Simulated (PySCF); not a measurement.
**How many f electrons in LaO?**

Unrestricted PBE0; basis La x2c-SVPall, O x2c-SVPall; spin-free X2C with a Gaussian nucleus; PySCF 2.14. The search starts from ions with several 4f fillings and holds each by maximum overlap.

The lowest solution has 2Ms+1 = 2, about 0.1 4f electrons, near 1.84 Å.

Solutions at the starting distance of 2.019 Å, counted from the lowest; the search is not exhaustive:

```tsv
2Ms+1	4f population	E (eV)	⟨S²⟩	⟨Lz²⟩	μ (D)
2	0.15	0.00	0.75	0.0	-4.75
2	0.13	0.73	0.75	4.0	-7.78
2	0.17	1.42	0.75	1.0	-4.58
4	0.11	3.12	3.75	4.0	-2.41
4	0.14	3.89	3.75	1.0	-0.37
```

Partly filled real f orbitals mix terms, so no term symbols are given. A positive dipole means La(−)O(+).

Spin–orbit coupling is left out. Counting both spins, an empty level lies below a filled one in some of these solutions, because spin and occupation are held. The state is the lowest single determinant that the PBE0 search found; with open d or f shells the true ground state can be another one.
